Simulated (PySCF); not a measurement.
Geometries of 3 isomers of C2H6OSi, from PBE0-D3(BJ)/def2-SVP geometry optimisation, gas phase (PySCF). One conformer each, no zero-point energy, no frequencies.

Question: Which isomer lies lowest at this level?
A.
```xyz
10
angstrom
C      1.478    0.069   -0.001
C      0.536   -0.846    0.255
Si    -1.206   -0.363    0.726
O     -1.418    1.282    0.539
H      2.503   -0.202   -0.280
H      1.260    1.141    0.067
H      0.803   -1.908    0.177
H     -2.173   -1.143   -0.113
H     -1.482   -0.647    2.162
H     -1.403    1.608   -0.365
```
B.
```xyz
10
angstrom
C     -1.544   -0.277    0.264
C     -0.864    0.865    0.138
O      0.438    0.999   -0.180
Si     1.540   -0.243   -0.453
H     -2.601   -0.248    0.529
H     -1.085   -1.258    0.112
H     -1.343    1.838    0.293
H      2.836    0.436   -0.714
H      1.637   -1.122    0.749
H      1.128   -1.057   -1.634
```
C.
```xyz
10
angstrom
C      1.208   -0.382   -0.037
Si    -0.311    0.701    0.075
C     -1.862   -0.452    0.054
O     -1.747   -1.652   -0.003
H      2.134    0.212   -0.027
H      1.180   -0.973   -0.964
H      1.231   -1.085    0.809
H     -0.361    1.506    1.337
H     -0.433    1.654   -1.074
H     -2.891    0.009    0.096
```

Answer: A. That is `C=C[SiH2]O`, 10.3 kcal/mol below the next.

```
    SMILES       atoms numbered as above      E (Eh)  relative (kcal/mol)  relative (kJ/mol)  dipole (D)
C=C[SiH2]O  [CH2:1]=[CH:2][SiH2:3][OH:4]  -444.04407                  0.0                0.0        1.67
C=CO[SiH3]   [CH2:1]=[CH:2][O:3][SiH3:4]  -444.02765                 10.3               43.1        0.54
C[SiH2]C=O   [CH3:1][SiH2:2][CH:3]=[O:4]  -444.01328                 19.3               80.8        1.76
```

As drawn, the lowest has an O–H bond, an Si–O bond and a C=C bond outside aromatic rings, which the highest lacks; the highest has a C=O bond, which the lowest lacks.
